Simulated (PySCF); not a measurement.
A structure optimised at B3LYP-D3(BJ)/def2-SVP, used in a PySCF frequency run:

```
N
H 1 1.0155
C 1 1.4511 2 113.72
H 3 1.1027 1 109.77 2 -170.15
H 3 1.1037 4 106.76 1 -120.66
H 3 1.1092 4 107.00 5 -114.87
Si 1 1.7339 2 117.20 3 156.69
H 7 1.4913 1 107.16 2 32.58
H 7 1.4934 8 110.78 1 -118.62
H 7 1.5020 8 107.71 9 -116.17
```
Charge 0, spin multiplicity 1.

Question: Write its SMILES and formula.

Answer: CN[SiH3], CH7NSi

Question: What are its rotational constants (standard atomic weights)?

Answer: 29.979, 5.0965, 4.7309 GHz
